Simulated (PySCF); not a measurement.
# B+ (boron, charge +1) across methods

[He] 2s2, closed-shell 1S. Computed with PySCF 2.14 in x2c-TZVPPall (5s3p2d1f, 31 functions), with scalar relativity by spin-free X2C-1e. The B2PLYP total includes its PT2 part (frozen core); its orbital energies are those of the SCF part.

```json
{"method": "PBE0", "E (hartree)": "-24.3076", "mean ε 1s (eV)": "-200.94", "mean ε 2s (eV)": "-20.790", "Σ⟨r²⟩ (bohr²)": "7.806", "⟨S²⟩": "0.000"}
{"method": "PBE", "E (hartree)": "-24.2986", "mean ε 1s (eV)": "-193.44", "mean ε 2s (eV)": "-19.500", "Σ⟨r²⟩ (bohr²)": "7.808", "⟨S²⟩": "0.000"}
{"method": "UHF", "E (hartree)": "-24.24366", "mean ε 1s (eV)": "-222.81", "mean ε 2s (eV)": "-23.781", "Σ⟨r²⟩ (bohr²)": "7.936", "⟨S²⟩": "0.000"}
{"method": "PW91", "E (hartree)": "-24.3213", "mean ε 1s (eV)": "-193.75", "mean ε 2s (eV)": "-19.546", "Σ⟨r²⟩ (bohr²)": "7.812", "⟨S²⟩": "0.000"}
{"method": "LDA", "E (hartree)": "-24.0432", "mean ε 1s (eV)": "-191.57", "mean ε 2s (eV)": "-19.404", "Σ⟨r²⟩ (bohr²)": "7.882", "⟨S²⟩": "0.000"}
{"method": "r2SCAN", "E (hartree)": "-24.3216", "mean ε 1s (eV)": "-196.64", "mean ε 2s (eV)": "-19.727", "Σ⟨r²⟩ (bohr²)": "7.844", "⟨S²⟩": "0.000"}
{"method": "TPSSh", "E (hartree)": "-24.3509", "mean ε 1s (eV)": "-198.38", "mean ε 2s (eV)": "-20.206", "Σ⟨r²⟩ (bohr²)": "7.781", "⟨S²⟩": "0.000"}
{"method": "B2PLYP", "E (hartree)": "-24.3303", "mean ε 1s (eV)": "-209.54", "mean ε 2s (eV)": "-21.921", "Σ⟨r²⟩ (bohr²)": "7.866", "⟨S²⟩": "0.000"}
{"method": "M06-L", "E (hartree)": "-24.3425", "mean ε 1s (eV)": "-196.80", "mean ε 2s (eV)": "-19.754", "Σ⟨r²⟩ (bohr²)": "7.705", "⟨S²⟩": "0.000"}
```
